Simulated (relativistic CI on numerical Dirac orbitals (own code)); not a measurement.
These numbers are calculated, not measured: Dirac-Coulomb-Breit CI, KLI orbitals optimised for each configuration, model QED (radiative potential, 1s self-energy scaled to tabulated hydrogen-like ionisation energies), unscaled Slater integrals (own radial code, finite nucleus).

The strongest absorption lines from the ground level of an ion, among the configurations computed and to levels below about 750 eV (vacuum wavelength in nm, gf): 1.6633 (0.17), 1.6659 (0.0066), 2.0724 (0.028), 2.0997 (0.0035), 2.1875 (0.27), 2.1910 (0.36), 20.068 (0.2), 39.424 (0.00028).

(1) Which ion is it?
A. V XX
B. P XII
C. K XVI
D. K XVIII

Answers

(1) C. K XVI has 4 electrons and the ground level 2s2 1S_0; the strongest line goes to 2s 3p 1P°_1. The pattern of lines fixes the number of electrons, and along that sequence the line energies rise steadily with the charge (about as its square where n changes within one kind of shell, about linearly where n is kept but much faster in heavy ions where fine structure, which grows about as Z⁴, sets the gap, and irregularly where shells cross), which fixes Z. Configurations outside the model, such as inner-shell arrays, can give stronger lines. At this charge energies of transitions that change n are usually good to better than 1 %, and those within a shell (Δn = 0) to a few per cent.

LS names give the leading component of a level, which can be under half, so a name can repeat, a term be missing and a line seem to break the LS rules.
